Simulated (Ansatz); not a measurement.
`FCN[SiH2]Cl` + H₂ → `CN[SiH2]Cl` + H–F at 600 K and 1 bar (hydrogenolysis of a C–F bond).

Computed with Ansatz on PBE0-D4/def2-TZVP structures; ΔE is electronic, products minus reactants. CCSD(T)/CBS adds triple-zeta CCSD(T) − MP2 to the extrapolated MP2 energy (def2 sets, frozen cores). This one scheme is used for every species. Each species was taken in one conformer, which may not be the lowest.

```csv
species,CCSD(T)/CBS energy (Eh),H − E (kJ/mol),S (J/(mol·K))
`FCN[SiH2]Cl`,-944.48308,234.5,441.1
H₂,-1.17544,43.9,150.8
`CN[SiH2]Cl`,-845.29269,248.4,411.7
H–F,-100.39570,42.3,194.0
```

H − E and S are ideal-gas, rigid-rotor, harmonic terms from PBE0-D4/def2-TZVP, for one conformer and one mirror image of each species. The MP2-based limit puts H₂ 0.8 mEh under its directly extrapolated value; such offsets cancel only in part. 1 Eh = 2625.50 kJ/mol, R = 8.31446 J/(mol·K).

Q: By hand: ΔE, ΔH, ΔS and ΔG.

A: ΔE = (-845.29269) + (-100.39570) − (-944.48308) − (-1.17544) = -0.02987 Eh = -78.4 kJ/mol. Δ(H − E) = 248.4 + 42.3 − 234.5 − 43.9 = 12.3, so ΔH = -66.1 kJ/mol. ΔS = 411.7 + 194.0 − 441.1 − 150.8 = 13.8 J/(mol·K). ΔG = -66.1 − 600 × (13.8)/1000 = -74.4 kJ/mol.

Q: By hand: the equilibrium constant, and the temperature at which ΔG would vanish if ΔH and ΔS stayed fixed.

A: log₁₀ K = −ΔG/(RT ln 10) = 6.5. ΔH and −TΔS have one sign here, so there is no such temperature.

The number of gas molecules stays the same, so ΔS is small and ΔH decides. A doubt of 5 kJ/mol in ΔE shifts log₁₀ K by 0.4 here. Other conformers and mirror images would add mixing entropy, several J/(mol·K) or more a flexible species. Modes under 60 cm⁻¹, often nearly free rotors, make the harmonic entropy too high. These are equilibria of isolated gas molecules and say nothing of rates. Largest T1 diagnostic: 0.011 (customary marks: 0.02 for closed shells, 0.045 for open ones).
